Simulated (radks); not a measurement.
Values are calculated unless marked as measured or tabulated.
Nd0.5+, 59.5 electrons, occupied as [Xe] 4f4.5 6s1 (fractional occupations, a model configuration).

Level of theory: scalar-relativistic Kohn-Sham, SCAN, spin-unpolarised, spherical densities, finite nucleus; meta-GGA in the generalised Kohn-Sham scheme; Fermi nuclear charge, rms radius 4.9123 fm (a radial shooting solver on a logarithmic mesh with Libxc functionals).

Energy parts (eV):
| part | energy |
|---|---|
| total | -261907.28 |
| kinetic | 278738.22 |
| electron-nucleus | -636041.35 |
| Hartree | 101471.07 |
| exchange-correlation | -6075.22 |

Orbitals (lengths in bohr, moments of r in powers of bohr):
\begin{tabular}{lrrr}
orbital & occ. & eigenvalue (eV) & <1/r> \\ \hline
1s & 2 & -43466.65 & 66.04 \\
2s & 2 & -7051.088 & 15.28 \\
2p & 6 & -6299.232 & 14.39 \\
3s & 2 & -1538.179 & 5.579 \\
3p & 6 & -1299.224 & 5.263 \\
3d & 10 & -968.3723 & 4.986 \\
4s & 2 & -309.0619 & 2.320 \\
4p & 6 & -230.4239 & 2.138 \\
4d & 10 & -118.5015 & 1.868 \\
4f & 4.5 & -1.6552 & 1.187 \\
5s & 2 & -42.4311 & 0.8871 \\
5p & 6 & -23.8346 & 0.7457 \\
6s & 1 & -5.2277 & 0.2791 \\
\end{tabular}

The highest occupied level is 4f at -1.655 eV. The density falls to 0.001 e/bohr^3 at r = 4.79 bohr.
